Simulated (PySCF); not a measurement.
Species: C4H7F3O.
Bonds: C1–C2, C2–O3, O3–C4, C4–F5, C4–F6, C4–C7, C7–F8. Hydrogens: H9, H10, H11 on C1; H12, H13 on C2; H14, H15 on C7.

Level of theory: TDDFT B3LYP/def2-SVPD, vertical, gas phase, core orbitals frozen in the response in PySCF. One conformer (not necessarily the lowest) at the GFN2-xTB geometry, without solvent, vibrations or thermal averaging. Torsions of this conformer, `[CH3:1][CH2:2][O:3][C:4]([F:5])([F:6])[CH2:7][F:8]`: C1–C2–O3–C4 180°, C2–O3–C4–F5 -58°, O3–C4–C7–F8 180°.

| state | E (eV) | ν̃ (cm⁻¹) | f | symmetry | main configurations (H = HOMO, L = LUMO) |
| --- | --- | --- | --- | --- | --- |
| S1 | 8.26 | 66590 | 0.0008 | – | H→L (98%) |
| S2 | 8.79 | 70890 | 0.0004 | – | H→L+1 (97%) |
| S3 | 9.06 | 73060 | 0.010 | A″ | H→L+2 (92%) |
| S4 | 9.13 | 73660 | 0.012 | A′ | H-1→L (77%), H-1→L+1 (19%) |
| S5 | 9.41 | 75870 | 0.0014 | – | H-2→L (43%), H-2→L+1 (30%), H→L+3 (22%) |
| S6 | 9.50 | 76580 | 0.019 | A′ | H-3→L (42%), H-1→L+1 (26%), H→L+4 (22%) |
| S7 | 9.50 | 76640 | 0.024 | A″ | H→L+3 (68%), H-2→L (16%) |
| S8 | 9.52 | 76740 | 0.020 | A′ | H→L+4 (77%), H-3→L (12%) |

Triplets (Tamm–Dancoff): T1 8.14 eV, H→L (95%); T2 8.69 eV, H→L+1 (71%), H→L+2 (14%); T3 8.83 eV, H→L+2 (61%), H→L+1 (19%), H→L+3 (9%).

The lowest singlet lies at 8.26 eV (150 nm, vacuum ultraviolet) and is very weak; its leading configuration is HOMO→LUMO (98%). The most intense listed level is S7 at 9.50 eV (130 nm, f = 0.024), 1.25 eV above S1. S6/S7 lie within about 0.01 eV of each other. Löwdin shares by element: HOMO oxygen 51%, carbon 16% or more, hydrogen 15% or more (atoms not listed hold the other 18%); LUMO carbon 48% (atoms not listed hold the other 52%). Of the 8 states listed, 5 reach f = 0.01 and 1 stays under 0.0005. Orbital energies (eV): HOMO-3 -10.17, HOMO-2 -10.12, HOMO-1 -9.76, HOMO -8.93, LUMO 0.28, LUMO+1 0.69, LUMO+2 1.13. The oscillator strengths of these states sum to 0.088; summed over the whole spectrum of an exact calculation they would give the number of electrons, 66 (Thomas–Reiche–Kuhn). No computed singlet lies in the visible range (380 to 750 nm); the lowest, at 150 nm, stands 4.99 eV above its violet end (3.26 eV). Symmetry labels in Cs follow from the direction of the transition dipole and are given only for states with f of 0.002 or more. The window holds the lowest 8 singlets.

Without π bonds the low states are Rydberg-like; a valence basis with one diffuse set may place them up to an eV too high.
